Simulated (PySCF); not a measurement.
**Two-photon absorption: `C1=C(C#C)C=CC=C1[N+]#[C-]`, C9H5N**

Cartesian coordinates in Å; atom numbers follow the order of the lines, from 1:
```xyz
15

C    -2.604    2.906    0.794
N    -1.963    1.974    0.504
C    -1.220    0.885    0.165
C    -1.839   -0.219   -0.418
C    -1.075   -1.322   -0.757
C     0.287   -1.332   -0.523
C     0.906   -0.225    0.061
C     2.302   -0.233    0.301
C     3.485   -0.244    0.501
C     0.149    0.890    0.408
H    -2.903   -0.200   -0.598
H    -1.549   -2.181   -1.209
H     0.883   -2.193   -0.787
H     4.520   -0.252    0.676
H     0.615    1.752    0.861
```

The calculation used TDHF/def2-SVPD excited states, vertical, IEF-PCM cyclohexane (non-equilibrium response) (PySCF). Geometry: GFN2-xTB.

Task: How strongly do the lowest singlets absorb one photon, and two photons of half the energy?

Result: δ for parallel linear polarisation; σ at the peak of a Lorentzian of half width 0.1 eV, single beam; Ω is circular over linear.
| state | E (eV) | f | photon λ (nm) | δ (au) | σ (GM) | Ω | main |
| --- | --- | --- | --- | --- | --- | --- | --- |
| S1 | 5.20 | 0.137 | 477 | 9.1 | 0.09 | 1.17 | HOMO→LUMO 0.66, HOMO−1→LUMO+1 0.19 |
| S2 | 5.54 | 0.000 | 448 | 47.4 | 0.53 | 1.50 | HOMO−1→LUMO 0.45, HOMO→LUMO+1 0.43 |
| S3 | 5.81 | 0.000 | 427 | <0.1 | 0.00 | – | HOMO−2→LUMO 0.40, HOMO−2→LUMO+11 0.14 |
| S4 | 6.20 | 0.835 | 400 | 52.7 | 0.74 | 0.66 | HOMO−1→LUMO 0.33, HOMO→LUMO+1 0.25 |

Among these, the strongest one-photon state is S4, the strongest two-photon state S4, with a dipole change of 1.0 D (relaxed, norm of the difference vector).
